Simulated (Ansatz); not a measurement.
Input and output for CH₄B₂ClF, SMILES `CB(F)BCl`.

```yaml
crystal:
  periodic: [false, false, false]
  atoms:
    - {symbol: C, position_ang: [1.193178, -0.348840, 0.433069]}
    - {symbol: B, position_ang: [0.137534, 0.422001, -0.419367]}
    - {symbol: F, position_ang: [0.570715, 1.163556, -1.443166]}
    - {symbol: B, position_ang: [-1.538408, 0.340189, -0.153418]}
    - {symbol: Cl, position_ang: [-2.431066, -1.000880, -0.831984]}
    - {symbol: H, position_ang: [0.948189, -0.367518, 1.498304]}
    - {symbol: H, position_ang: [1.182775, -1.397616, 0.106562]}
    - {symbol: H, position_ang: [2.208177, 0.031616, 0.298032]}
    - {symbol: H, position_ang: [-2.182494, 1.111192, 0.494970]}
basis:
  gaussian: {orbitals: aug-cc-pVTZ, nuclear_model: gaussian}
hamiltonian: {xc: {name: r2SCAN}, dispersion: d4, pseudopotentials: {relativity: none}}
scf: {lower_state_search: off}
output: {forces: true}
```

```sh
$ ansatz run in.yaml --threads 2 --pin off --events-out ev --progress --plain --max-ram 4352MiB
```

Shortened log:

```
Functional definition: r2SCAN
1473 factors; their error is unknown
mean field evaluation 1: about -17684.7059 eV, gradient 6.7e1 eV
mean field evaluation 2: about -17676.4479 eV, gradient 8.3e1 eV
mean field evaluation 4: about -17695.3609 eV, gradient 3.8e0 eV
mean field evaluation 8: about -17695.3990 eV, gradient 1.7e-1 eV
mean field evaluation 16: about -17695.3501 eV, gradient 3.2e-4 eV
mean field -17695.35010243 eV, -650.2921219251 hartree, gradient 5.6e-6 eV, S^2 0.000000; 0 other end points of the search recorded, 0 dependent functions left out
reference -17695.35012458 eV, -650.2921227393 hartree; 23, 23 occupied and 303, 303 virtual orbitals, 1473 factors
Total energy: -17695.39090415 eV, -650.2936213607 hartree
Atom 0 at     1.193178    -0.348840     0.433069 Å, force     0.011988     0.003378     0.018295 eV/Å
Atom 1 at     0.137534     0.422001    -0.419367 Å, force    -0.130487    -0.109000     0.151121 eV/Å
Atom 2 at     0.570715     1.163556    -1.443166 Å, force     0.078289     0.113302    -0.162242 eV/Å
Atom 3 at    -1.538408     0.340189    -0.153418 Å, force     0.136599     0.186184     0.094457 eV/Å
Atom 4 at    -2.431066    -1.000880    -0.831984 Å, force    -0.105513    -0.161398    -0.081861 eV/Å
Atom 5 at     0.948189    -0.367518     1.498304 Å, force     0.013877    -0.018871    -0.022084 eV/Å
Atom 6 at     1.182775    -1.397616     0.106562 Å, force     0.003302     0.017442     0.017712 eV/Å
Atom 7 at     2.208177     0.031616     0.298032 Å, force    -0.014585    -0.011187    -0.000807 eV/Å
Atom 8 at    -2.182494     1.111192     0.494970 Å, force     0.006529    -0.019851    -0.014591 eV/Å
Dipole moment:     0.114939    -0.061307     0.244715 e Å
Checks for a lower state left out: stability, starts, cluster_reference, orbital_swaps, neighbouring_geometries, increment
```

Run time 11 s (2 threads of an Arm Neoverse V1 on a shared host); peak host memory 0.51 GiB.
